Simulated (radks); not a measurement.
Results of a calculation; reference values are marked as such.
The hafnium ion Hf3+, configuration [Xe] 4f14 5d1.

Code: a radial shooting solver on a logarithmic mesh with Libxc functionals. Model: Dirac Kohn-Sham, BLYP, spin-unpolarised, spherical densities, point nucleus; open shells fill j = l - 1/2 first.

Energy parts (hartree):
part                       energy
total                 -15097.0125
kinetic                16892.1355
electron-nucleus      -37532.7305
Hartree                 5853.5059
exchange-correlation    -309.9235

Orbitals (lengths in bohr, moments of r in powers of bohr; r(90%) holds 90 % of the orbital's charge):
orbital  occ.  eigenvalue (hartree)  r(90%)   <1/r>      <r>      <r^2>  small-component weight
1s1/2       2             -2397.355  0.0345   83.85  0.01898  0.0004949                7.34e-02
2s1/2       2             -410.5545   0.125   20.32  0.07976   0.007580                1.65e-02
2p1/2       2             -392.1414   0.110   20.28  0.06611   0.005431                1.66e-02
2p3/2       4             -348.3234   0.120   17.23  0.07384   0.006638                1.51e-02
3s1/2       2             -94.29854   0.306   7.453   0.2082    0.04967                5.41e-03
3p1/2       2             -86.14076   0.298   7.368   0.1981    0.04570                5.35e-03
3p3/2       4             -76.75093   0.318   6.580   0.2125    0.05237                4.92e-03
3d3/2       4             -62.95070   0.290   6.472   0.1863    0.04079                4.80e-03
3d5/2       6             -60.90280   0.296   6.284   0.1908    0.04263                4.68e-03
4s1/2       2             -19.78292   0.673   3.125   0.4681     0.2477                1.77e-03
4p1/2       2             -16.44232   0.691   3.014   0.4746     0.2567                1.68e-03
4p3/2       4             -14.29232   0.739   2.739   0.5075     0.2933                1.51e-03
4d3/2       4              -8.80504   0.795   2.520   0.5286     0.3245                1.32e-03
4d5/2       6              -8.41145   0.812   2.453   0.5401     0.3387                1.27e-03
4f5/2       6              -1.64427    1.13   1.937   0.6676     0.5733                8.46e-04
4f7/2       8              -1.58000    1.15   1.906   0.6797     0.5961                8.25e-04
5s1/2       2              -3.44810    1.63   1.186    1.131      1.439                3.74e-04
5p1/2       2              -2.49651    1.83   1.056    1.254      1.783                3.03e-04
5p3/2       4              -2.20392    1.99  0.9626    1.357      2.085                2.60e-04
5d3/2       1              -1.00926    2.95  0.6634    1.929      4.317                1.25e-04
5d5/2       0              -0.98421    3.02  0.6456    1.977      4.528                1.19e-04

The highest occupied level is 5d3/2 at -27.463 eV. For comparison, the ionisation energy in NIST's Atomic Spectra Database is 33.37 eV (semi-empirical). In exact Kohn-Sham theory the highest level is minus the ionisation energy, but local and semilocal functionals leave it too shallow, through self-interaction and a potential that decays too fast; potentials with the right tail come closer. Summed over all electrons, <r^2> = 33.70 bohr^2, which gives a Langevin (diamagnetic) susceptibility term of -26.7 x 10^-6 cm^3/mol.

Beside tabulated values, note that spin-unpolarised runs miss the spin-polarisation part of the exchange energy of open shells.
